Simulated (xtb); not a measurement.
xtb input:

```bash
xtb mol.xyz --gfn 2 --sp --chrg 1 --uhf 0
```
mol.xyz:
```
14

C     -0.67177232    -1.74697600    -0.02200708
Si     0.00538955    -0.04826944    -0.19694206
C     -1.03233025     1.32414800    -0.81849250
O      1.52705337     0.10114095    -0.70868320
O      0.14053453     0.43232726     1.62526188
H     -1.63350819    -1.74248333     0.49478578
H     -0.83894423    -2.16673966    -1.01749872
H      0.00804307    -2.42174440     0.50311813
H     -0.52513265     2.28660463    -0.72550348
H     -1.99148377     1.37301351    -0.30126295
H     -1.22894913     1.16691531    -1.88200682
H      2.16307572    -0.61539873    -0.79152247
H      0.33145304    -0.22505025     2.31338495
H      0.52390450     1.28987750     1.87406259
```

Q: What final total energy does it print?

A: -18.36264 Eh (GFN2-xTB).

It need not be the lowest isomer of its formula.
